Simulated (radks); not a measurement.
Values are calculated unless marked as measured or tabulated.
Species: W. Configuration: [Xe] 4f14 5d4 6s2 (the NIST ground configuration).

Level of theory: scalar-relativistic Kohn-Sham, PBE, spin-polarised, spherical densities, finite nucleus; open shells are filled with parallel spins first (spin-orbit coupling, left out, can overturn this in heavy ions); Fermi nuclear charge, rms radius 5.3658 fm (a radial shooting solver on a logarithmic mesh with Libxc functionals).

Energy parts (hartree):
total: -16140.0734
kinetic: 17777.5730
electron-nucleus: -39902.0202
Hartree: 6307.1320
exchange-correlation: -322.7582

Orbitals (lengths in bohr, moments of r in powers of bohr):
orbital,occ.,eigenvalue (hartree),<r>,<1/r>
1s up,1,-2552.963,0.01835,87.05
1s down,1,-2552.964,0.01835,87.05
2s up,1,-440.6535,0.07758,20.35
2s down,1,-440.6476,0.07758,20.35
2p up,3,-385.4617,0.06944,18.45
2p down,3,-385.4570,0.06944,18.45
3s up,1,-101.4753,0.2011,7.538
3s down,1,-101.4738,0.2011,7.538
3p up,3,-85.12318,0.2013,6.961
3p down,3,-85.12147,0.2013,6.961
3d up,5,-66.29052,0.1824,6.577
3d down,5,-66.28680,0.1824,6.577
4s up,1,-20.92375,0.4496,3.203
4s down,1,-20.91881,0.4496,3.203
4p up,3,-15.55809,0.4780,2.911
4p down,3,-15.55355,0.4780,2.910
4d up,5,-8.75050,0.5114,2.589
4d down,5,-8.74504,0.5113,2.590
4f up,7,-1.21211,0.6100,2.080
4f down,7,-1.19948,0.6056,2.088
5s up,1,-2.91709,1.071,1.248
5s down,1,-2.86156,1.064,1.258
5p up,3,-1.60973,1.255,1.046
5p down,3,-1.53525,1.245,1.057
5d up,4,-0.19503,2.035,0.6492
5d down,0,-0.10960,2.185,0.6233
6s up,1,-0.22930,3.104,0.4087
6s down,1,-0.17489,3.332,0.3796

The highest occupied level is 6s down at -4.759 eV. The density falls to 0.001 e/bohr^3 at r = 4.78 bohr. Summed over all electrons, <r^2> = 69.44 bohr^2, which gives a Langevin (diamagnetic) susceptibility term of -55 x 10^-6 cm^3/mol. Spin moment in Bohr magnetons: 4. The spin density at the nucleus is -0.62 e/bohr^3 (1s -0.02, 2s -1.14, 3s 0.19, 4s 1.28, 5s -16.67, 6s 15.74). The electron density at the nucleus is 1.516e+06 e/bohr^3 (large components only).
